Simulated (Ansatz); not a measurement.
Ansatz (a quantum-chemistry and plane-wave program) input file for C2H3ClF2Si, SMILES F/C=C\[Si@H](F)Cl, PBE0/def2-SVPD. Geometry: PBE-D3(BJ)/def2-SVP. The structure was generated by enumeration; whether it is a known compound was not checked. The values are those of a single conformer.

Ansatz 0.2 input:
```yaml
crystal:
  periodic: [false, false, false]
  atoms:
    - {symbol: F, position_ang: [-2.43841373, -1.07692997, -0.87669156]}
    - {symbol: C, position_ang: [-2.33753189, 0.05862764, -0.16934029]}
    - {symbol: C, position_ang: [-1.16299238, 0.52895691, 0.28295557]}
    - {symbol: Si, position_ang: [0.47163974, -0.29246654, -0.02399997]}
    - {symbol: F, position_ang: [0.89409534, -1.21116124, 1.26151989]}
    - {symbol: Cl, position_ang: [1.90110003, 1.19550635, -0.20085395]}
    - {symbol: H, position_ang: [-3.32414146, 0.53231486, -0.01885190]}
    - {symbol: H, position_ang: [-1.20121245, 1.46894136, 0.85684739]}
    - {symbol: H, position_ang: [0.50570829, -1.16301925, -1.23262525]}
basis:
  gaussian:
    orbitals: def2-SVPD
hamiltonian:
  xc: {name: PBE0}
```

Log of the run:

```
WARN ansatz: RAYON_NUM_THREADS=1 ignored (pool sized by the plan → 1); use --threads N
Functional definition: PBE0
integrals: 0.11 GiB planned
1431 factors; their error is unknown
mean field: 0.87 GiB planned
mean field evaluation 1: about -27928.1911 eV, gradient 4.7e1 eV
mean field evaluation 2: about -27925.3452 eV, gradient 6.1e1 eV
mean field evaluation 4: about -27932.5482 eV, gradient 2.0e0 eV
mean field evaluation 8: about -27932.7267 eV, gradient 2.0e-1 eV
mean field evaluation 16: about -27932.7268 eV, gradient 8.0e-5 eV
mean field -27932.72675036 eV, -1026.5087745935 hartree, gradient 8.0e-5 eV, S^2 0.000000; 0 other end points of the search recorded, 0 dependent functions left out
reference -27932.72679100 eV, -1026.5087760872 hartree; 32, 32 occupied and 129, 129 virtual orbitals, 1431 factors
Total energy: -27932.72679100 eV, -1026.5087760872 hartree
```

The calculation finished and met its thresholds.
